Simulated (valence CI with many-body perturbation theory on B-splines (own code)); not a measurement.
**Sm21+: calculated level list**

Level of theory: relativistic CI+MBPT: five valence electrons over a frozen Dirac-Fock core [Kr], a basis of 7 s, 7 p, 8 d, 6 f, 4 g, 1 h functions for each j, with the one-electron correlation potential Σ1, the two-electron term Σ2, the three-electron term Σ3, Breit, model QED; selected CI, second order for the rest, scaled by the run's own slope (own B-spline code, finite nucleus).

No measured spectrum was set against this ion. As an estimate, terms of the open shell hold to 2 to 4 % of their energy, and close levels can change places. Among the levels kept, up to 450 cm⁻¹ of a level comes from second order outside the variational space, and about a tenth of that is noise between levels of different J, which matters for small intervals. The list stops below the first excitations out of the core.

Levels 1 to 37 of 37, with energies above the lowest level, (4d3/2^4 4d5/2) J=5/2 [a]. "Leading %" is the weight of the configuration and term that name the level; weights of strongly mixed levels are sums over their largest components and can fall short. In the jj column 3d3/2^4 stands for four electrons in 3d with j = 3/2. Lifetimes count E1, E2, E3, M1 and M2 decay at the calculated energies, and are blank where another channel may lead or the interval is too uncertain; long ones can be off by a factor of two.

| No. | Configuration | Term | J | E (cm⁻¹) | Leading % | Lifetime | Leading jj |
| --- | --- | --- | --- | --- | --- | --- | --- |
| 1 | 4d⁵ | ⁶S | 5/2 | 0.0 | 56 |  | 4d3/2^4 4d5/2 (51 %) |
| 2 | 4d⁵ | ²F | 5/2 | 37776 | 25 | 780 μs | 4d3/2^4 4d5/2 (43 %) |
| 3 | 4d⁵ | ⁴G | 7/2 | 60919 | 48 | 1.55 ms | 4d3/2^3 4d5/2^2 (94 %) |
| 4 | 4d⁵ | ⁴D | 3/2 | 63363 | 45 | 369 μs | 4d3/2^3 4d5/2^2 (92 %) |
| 5 | 4d⁵ | ⁴G | 11/2 | 65535 | 56 |  | 4d3/2^3 4d5/2^2 (88 %) |
| 6 | 4d⁵ | ⁴G | 9/2 | 71168 | 61 | 41.1 ms | 4d3/2^3 4d5/2^2 (76 %) |
| 7 | 4d⁵ | ⁴D | 5/2 | 71958 | 36 | 769 μs | 4d3/2^3 4d5/2^2 (61 %) |
| 8 | 4d⁵ | ⁴P | 1/2 | 77220 | 56 | 9.43 ms | 4d3/2^3 4d5/2^2 (69 %) |
| 9 | 4d⁵ | ⁴D | 7/2 | 88559 | 23 | 2.58 ms | 4d3/2^3 4d5/2^2 (70 %) |
| 10 | 4d⁵ | ²D | 5/2 | 94474 | 37 | 285 μs | 4d3/2^2 4d5/2^3 (50 %) |
| 11 | 4d⁵ | ⁴D | 7/2 | 103110 | 38 | 733 μs | 4d3/2^2 4d5/2^3 (75 %) |
| 12 | 4d⁵ | ²I | 11/2 | 105740 | 61 | 825 μs | 4d3/2^2 4d5/2^3 (90 %) |
| 13 | 4d⁵ | ²D | 3/2 | 108100 | 50 | 1.20 ms | 4d3/2^3 4d5/2^2 (52 %) |
| 14 | 4d⁵ | ⁴D | 1/2 | 110940 | 69 | 476 μs | 4d3/2^2 4d5/2^3 (90 %) |
| 15 | 4d⁵ | ²G | 9/2 | 111400 | 46 | 881 μs | 4d3/2^2 4d5/2^3 (77 %) |
| 16 | 4d⁵ | ⁴P | 3/2 | 116660 | 50 | 191 μs | 4d3/2^2 4d5/2^3 (88 %) |
| 17 | 4d⁵ | ²I | 13/2 | 117210 | 99 | 3.91 ms | 4d3/2^2 4d5/2^3 (99 %) |
| 18 | 4d⁵ | ²F | 5/2 | 121800 | 39 | 355 μs | 4d3/2^2 4d5/2^3 (82 %) |
| 19 | 4d⁵ | ²H | 9/2 | 134770 | 51 | 259 μs | 4d3/2^2 4d5/2^3 (98 %) |
| 20 | 4d⁵ | ²G | 7/2 | 138150 | 61 | 1.12 ms | 4d3/2^2 4d5/2^3 (96 %) |
| 21 | 4d⁵ | ⁴F | 5/2 | 140280 | 51 | 268 μs | 4d3/2^2 4d5/2^3 (85 %) |
| 22 | 4d⁵ | ²D | 3/2 | 147980 | 78 | 660 μs | 4d3/2^2 4d5/2^3 (52 %) |
| 23 | 4d⁵ | ²F | 5/2 | 153060 | 32 | 122 μs | 4d3/2 4d5/2^4 (74 %) |
| 24 | 4d⁵ | ²F | 7/2 | 153910 | 54 | 374 μs | 4d3/2^2 4d5/2^3 (76 %) |
| 25 | 4d⁵ | ²S | 1/2 | 155030 | 61 | 271 μs | 4d3/2^2 4d5/2^3 (51 %) |
| 26 | 4d⁵ | ²G | 9/2 | 167370 | 55 | 542 μs | 4d3/2^2 4d5/2^3 (65 %) |
| 27 | 4d⁵ | ⁴F | 7/2 | 169170 | 39 | 178 μs | 4d3/2 4d5/2^4 (92 %) |
| 28 | 4d⁵ | ²H | 11/2 | 175190 | 64 | 184 μs | 4d3/2 4d5/2^4 (96 %) |
| 29 | 4d⁵ | ²D | 3/2 | 180770 | 61 | 130 μs | 4d3/2 4d5/2^4 (75 %) |
| 30 | 4d⁵ | ²D | 5/2 | 192250 | 66 | 163 μs | 4d3/2 4d5/2^4 (78 %) |
| 31 | 4d⁵ | ²G | 9/2 | 196140 | 84 | 274 μs | 4d3/2 4d5/2^4 (62 %) |
| 32 | 4d⁵ | ²D | 5/2 | 202480 | 54 | 212 μs | 4d3/2^2 4d5/2^3 (48 %) |
| 33 | 4d⁵ | ²P | 3/2 | 207850 | 80 | 431 μs | 4d3/2^2 4d5/2^3 (85 %) |
| 34 | 4d⁵ | ²G | 7/2 | 208090 | 73 | 234 μs | 4d3/2 4d5/2^4 (82 %) |
| 35 | 4d⁵ | ²P | 1/2 | 232450 | 79 | 200 μs | 4d3/2 4d5/2^4 (67 %) |
| 36 | 4d⁵ | ²D | 5/2 | 254990 | 79 | 85.0 μs | 4d5/2^5 (49 %) |
| 37 | 4d⁵ | ²D | 3/2 | 261020 | 78 | 120 μs | 4d3/2 4d5/2^4 (83 %) |

The ionisation energy to 4d⁴ ³P0 of the next ion comes out as 658.74 eV (NIST: 658 ± 4 eV (theoretical)). All 37 levels together are meant to be complete up to 704170 cm⁻¹.
